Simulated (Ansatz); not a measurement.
`[CH3][Y]([F])[Cl]` + H–F → `[F][Y]([F])[Cl]` + CH₄ at 298.15 K and 1 bar (ligand exchange at a Y–C bond).

Isolated molecules relaxed with PBE0-D4/def2-TZVP in Ansatz; ΔE leaves out vibrations. CCSD(T)/CBS is the MP2 limit (def2-TZVPP, def2-QZVPP) plus CCSD(T) − MP2 in def2-TZVPP, frozen cores. This one scheme is used for every species. def2 core potentials past Kr. For Y outer-core shells are correlated without core-valence functions, which leaves a few kJ/mol of doubt a bond.

```csv
species,CCSD(T)/CBS energy (Eh),H − E (kJ/mol),S (J/(mol·K))
`[CH3][Y]([F])[Cl]`,-637.84701,115.7,386.9
H–F,-100.39570,33.5,173.6
`[F][Y]([F])[Cl]`,-697.87737,28.6,338.1
CH₄,-40.46206,127.4,186.2
```

H − E and S are ideal-gas, rigid-rotor, harmonic terms from PBE0-D4/def2-TZVP, for one conformer and one mirror image of each species. 1 Eh = 2625.50 kJ/mol, R = 8.31446 J/(mol·K).

Question: By hand: ΔE, ΔH, ΔS and ΔG.

Answer: ΔE = (-697.87737) + (-40.46206) − (-637.84701) − (-100.39570) = -0.09672 Eh = -253.9 kJ/mol. Δ(H − E) = 28.6 + 127.4 − 115.7 − 33.5 = 6.8, so ΔH = -247.1 kJ/mol. ΔS = 338.1 + 186.2 − 386.9 − 173.6 = -36.2 J/(mol·K). ΔG = -247.1 − 298.15 × (-36.2)/1000 = -236.3 kJ/mol.

Question: By hand: the equilibrium constant, and the temperature at which ΔG would vanish if ΔH and ΔS stayed fixed.

Answer: log₁₀ K = −ΔG/(RT ln 10) = 41.4. ΔG = 0 at ΔH/ΔS = 6826 K, far beyond where these terms or the molecules hold.

ΔH outweighs TΔS. A doubt of 5 kJ/mol in ΔE shifts log₁₀ K by 0.9 here. Other conformers and mirror images would add mixing entropy, several J/(mol·K) or more a flexible species. Modes under 60 cm⁻¹, often nearly free rotors, make the harmonic entropy too high. These are equilibria of isolated gas molecules and say nothing of rates. Largest T1 diagnostic: 0.014 (customary marks: 0.02 for closed shells, 0.045 for open ones).
